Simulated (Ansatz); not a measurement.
C4H6F4 (`FCC(F)(CF)CF`). The species carries charge 0 and has multiplicity 1. The geometry is a stationary point of PBE0-D4/def2-TZVP. It is one conformer, not always the lowest.

```xyz
14

F    -0.654   -0.745   -2.153
C    -0.739   -0.943   -0.794
C     0.335   -0.147   -0.086
F     1.574   -0.653   -0.456
C     0.355    1.312   -0.520
F    -0.858    1.902   -0.233
C     0.195   -0.245    1.416
F    -0.026   -1.546    1.812
H    -0.604   -2.005   -0.587
H    -1.727   -0.620   -0.456
H     0.532    1.366   -1.595
H     1.142    1.853    0.013
H     1.119    0.105    1.885
H    -0.645    0.367    1.753
```

Question: What is the dipole moment at ωB97M-V/def2-TZVPP? (An estimate is asked.)

Answer: Computed: 1.74 D, with components (0.04, 1.23, 1.23) D in this frame, pointing from negative to positive charge.

Question: And with PBE, r2SCAN, B3LYP? (Best estimate.)

Answer: The calculation gave: PBE 1.61 D, r2SCAN 1.69 D, B3LYP 1.74 D.

Question: Give the Mulliken charges with ωB97M-V, r2SCAN, PBE in def2-TZVPP. (Best estimate.)

Answer: The calculation gave: 
```csv
atom,ωB97M-V,r2SCAN,PBE
F1,-0.22,-0.24,-0.20
C2,0.03,0.11,0.02
C3,0.14,0.29,0.24
F4,-0.21,-0.23,-0.19
C5,0.00,0.08,-0.01
F6,-0.23,-0.24,-0.20
C7,0.01,0.09,0.00
F8,-0.22,-0.24,-0.20
H9,0.13,0.07,0.10
H10,0.11,0.05,0.08
H11,0.14,0.08,0.10
H12,0.12,0.06,0.09
H13,0.12,0.05,0.09
H14,0.11,0.06,0.08
```

B3LYP here is the variant with VWN-RPA as its local correlation; programs differ in this.
